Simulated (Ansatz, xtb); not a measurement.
System: IBr (charge 0, singlet). 
Coordinates optimised at B3LYP-D3(BJ)/def2-TZVP (Ansatz, a quantum-chemistry and plane-wave program):
```xyz
2

I      0.0000     0.0000    -0.9942
Br     0.0000     0.0000     1.5056
```
Charge 0, spin multiplicity 1.

Harmonic wavenumbers from GFN2-xTB (xtb, at its own minimum), cm⁻¹: 266.

Q: Give the harmonic wavenumbers at B3LYP-D3(BJ)/def2-TZVP (Ansatz, finite differences of forces, unscaled).

A: 262 cm⁻¹. Zero-point energy 0.4 kcal/mol.

Q: From these and the geometry, give the ideal-gas thermochemistry at 298.15 K and 1 atm (rigid rotor, harmonic oscillator).

A: Point group C∞v, rotational symmetry number 1. Rotational constants 1.649, 1.649 GHz. S(trans) 41.88, S(rot) 18.35, S(vib) 1.65, S(elec, spin only) 0.00, S 61.9 cal/(mol K). H(298) - H(0) 2.37 kcal/mol; G - E(el) -15.7 kcal/mol. Tabulated S at 1 bar: 61.9 cal/(mol K) (CRC Handbook, as tabulated in the package chemicals).
